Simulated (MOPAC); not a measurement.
Job for MOPAC: PM7 on CH5AlO2 (SMILES [CH3][Al]([OH])[OH]), a point of a torsion scan.

```
PM7 1SCF PRECISE CHARGE=0 THREADS=1
CH5AlO2

C     -1.41877699 1    -0.05998821 1     0.16333418 1
Al     0.47775678 1     0.28044440 1    -0.34577085 1
O      1.14590844 1    -0.64505184 1    -1.53290661 1
O      1.28800419 1     1.46277580 1     0.46538963 1
H     -1.47293143 1    -0.65981604 1     1.07009632 1
H     -1.95042261 1    -0.59746663 1    -0.61801245 1
H     -1.94391291 1     0.87055619 1     0.36683792 1
H      1.55189044 1    -1.16833318 1    -2.20650457 1
H      1.77930252 1     2.13224166 1     0.91575502 1
```

Output:

```
*******************************************************************************
 **                                                                           **
 **                              MOPAC v23.2.5                                **
 **                                                                           **
 *******************************************************************************
 ** MOPAC's Digital Object Identifier: https://doi.org/10.5281/zenodo.6511958 **
 **                                                                           **
 ** Please cite the open-source release paper for use of this MOPAC version:  **
 ** J. E. Moussa and J. J. P. Stewart (2026)                                  **
 ** MOPAC: An open-source semiempirical molecular orbital program             **
 ** J. Open Source Softw., 11(119), 8025, https://doi.org/10.21105/joss.08025 **
 *******************************************************************************

                              PM7 CALCULATION RESULTS

 *******************************************************************************
 *  PM7        - The PM7 Hamiltonian to be used
 *
 *
 *
 *                 CHARGE ON SYSTEM = 0
 *
 *
 *
 *  PRECISE    - TIGHTER CRITERIA TO BE USED
 *  1SCF       - DO 1 SCF AND THEN STOP
 *  THREADS=1  - MULTI-THREADING NOT USED
 *  T=         - A TIME OF 172800.0 SECONDS REQUESTED
 *  DUMP=N     - RESTART FILE WRITTEN EVERY 7200.0 SECONDS REQUESTED
 *******************************************************************************
PM7 1SCF PRECISE CHARGE=0 THREADS=1
 CH5AlO2

   ATOM   CHEMICAL          X               Y               Z
  NUMBER   SYMBOL      (ANGSTROMS)     (ANGSTROMS)     (ANGSTROMS)

     1       C         -1.41877699  *  -0.05998821  *   0.16333418  *
     2      Al          0.47775678  *   0.28044440  *  -0.34577085  *
     3       O          1.14590844  *  -0.64505184  *  -1.53290661  *
     4       O          1.28800419  *   1.46277580  *   0.46538963  *
     5       H         -1.47293143  *  -0.65981604  *   1.07009632  *
     6       H         -1.95042261  *  -0.59746663  *  -0.61801245  *
     7       H         -1.94391291  *   0.87055619  *   0.36683792  *
     8       H          1.55189044  *  -1.16833318  *  -2.20650457  *
     9       H          1.77930252  *   2.13224166  *   0.91575502  *



          CARTESIAN COORDINATES

    NO.       ATOM           X           Y           Z

     1         C         -1.4188     -0.0600      0.1633
     2        Al          0.4778      0.2804     -0.3458
     3         O          1.1459     -0.6451     -1.5329
     4         O          1.2880      1.4628      0.4654
     5         H         -1.4729     -0.6598      1.0701
     6         H         -1.9504     -0.5975     -0.6180
     7         H         -1.9439      0.8706      0.3668
     8         H          1.5519     -1.1683     -2.2065
     9         H          1.7793      2.1322      0.9158

 General Reference for PM7:
 "Optimization of Parameters for Semiempirical Methods VI: More Modifications to the
 NDDO Approximations and Re-optimization of Parameters", J. J. P. Stewart, J. Mol. Mod., 1:32, 19 (2013)
 https://link.springer.com/article/10.1007/s00894-012-1667-x

           Empirical Formula: C H5 O2 Al  =     9 atoms



      MOLECULAR POINT GROUP   :   C1


      RHF CALCULATION, NO. OF DOUBLY OCCUPIED LEVELS = 12


 -------------------------------------------------------------------------------
 PM7 1SCF PRECISE CHARGE=0 THREADS=1
 CH5AlO2



     1SCF WAS SPECIFIED, SO BFGS WAS NOT USED
     SCF FIELD WAS ACHIEVED


                              PM7 CALCULATION
                                                       MOPAC v23.2.5 Linux




          FINAL HEAT OF FORMATION =       -177.16871 KCAL/MOL =    -741.27390 KJ/MOL


          COSMO AREA              =        111.25 SQUARE ANGSTROMS
          COSMO VOLUME            =         95.46 CUBIC ANGSTROMS

          IONIZATION POTENTIAL    =         10.216916 EV
          HOMO LUMO ENERGIES (EV) =        -10.217  2.469
          NO. OF FILLED LEVELS    =         12
          MOLECULAR WEIGHT        =         76.0308         POINT GROUP:  C1

          MOLECULAR DIMENSIONS (Angstroms)

            Atom       Atom       Distance
            H     9    H     6     4.86976
            H     8    H     7     4.74084
            H     5    H     7     1.59347


          SCF CALCULATIONS        =          1





   ATOM   CHEMICAL          X               Y               Z
  NUMBER   SYMBOL      (ANGSTROMS)     (ANGSTROMS)     (ANGSTROMS)

     1       C         -1.41877699  *  -0.05998821  *   0.16333418  *
     2      Al          0.47775678  *   0.28044440  *  -0.34577085  *
     3       O          1.14590844  *  -0.64505184  *  -1.53290661  *
     4       O          1.28800419  *   1.46277580  *   0.46538963  *
     5       H         -1.47293143  *  -0.65981604  *   1.07009632  *
     6       H         -1.95042261  *  -0.59746663  *  -0.61801245  *
     7       H         -1.94391291  *   0.87055619  *   0.36683792  *
     8       H          1.55189044  *  -1.16833318  *  -2.20650457  *
     9       H          1.77930252  *   2.13224166  *   0.91575502  *

                             CARTESIAN COORDINATES

   1    C       -1.418776990    -0.059988210     0.163334180
   2   Al        0.477756780     0.280444400    -0.345770850
   3    O        1.145908440    -0.645051840    -1.532906610
   4    O        1.288004190     1.462775800     0.465389630
   5    H       -1.472931430    -0.659816040     1.070096320
   6    H       -1.950422610    -0.597466630    -0.618012450
   7    H       -1.943912910     0.870556190     0.366837920
   8    H        1.551890440    -1.168333180    -2.206504570
   9    H        1.779302520     2.132241660     0.915755020


           Empirical Formula: C H5 O2 Al  =     9 atoms



      MOLECULAR POINT GROUP   :   C1


                  EIGENVALUES
 -29.91131 -28.98413 -23.54382 -18.31506 -18.16407 -14.63482 -14.28755 -14.08851
 -13.80460 -12.94214 -11.83292 -10.21692   2.46874   3.76009   4.40003   4.90314
   5.46873   5.64272   6.99804   7.21235   8.74794  19.12366  19.37249  19.88251
  22.92370  23.04391


              NET ATOMIC CHARGES AND DIPOLE CONTRIBUTIONS

  ATOM NO.   TYPE          CHARGE      No. of ELECS.   s-Pop       p-Pop       d-Pop
    1          C          -0.828873        4.8289     1.04315     3.78572
    2         Al           0.713950        2.2861     0.19683     1.17142     0.91780
    3          O          -0.589453        6.5895     1.58495     5.00450
    4          O          -0.589871        6.5899     1.58475     5.00512
    5          H           0.176720        0.8233     0.82328
    6          H           0.173652        0.8263     0.82635
    7          H           0.174916        0.8251     0.82508
    8          H           0.384521        0.6155     0.61548
    9          H           0.384439        0.6156     0.61556
 DIPOLE           X         Y         Z       TOTAL
 POINT-CHG.     2.035     0.335    -0.498     2.121
 HYBRID        -0.329    -0.047     0.072     0.340
 SUM            1.706     0.288    -0.426     1.781


          ATOMIC ORBITAL ELECTRON POPULATIONS

     Atom    s        px        py        pz      x^2-y^2     xz        z^2       yz        xy
    1  C   1.04315   1.46497   1.15412   1.16662
    2 Al   0.19683   0.49012   0.34020   0.34110   0.22036   0.17787   0.18400   0.16138   0.17419
    3  O   1.58495   1.72864   1.67921   1.59666
    4  O   1.58475   1.69428   1.60067   1.71017
    5  H   0.82328
    6  H   0.82635
    7  H   0.82508
    8  H   0.61548
    9  H   0.61556

 **********************
 *                    *
 * JOB ENDED NORMALLY *
 *                    *
 **********************




 == MOPAC DONE ==
```

The run finished.

Cost: about 0.03 core-seconds (a rough figure).
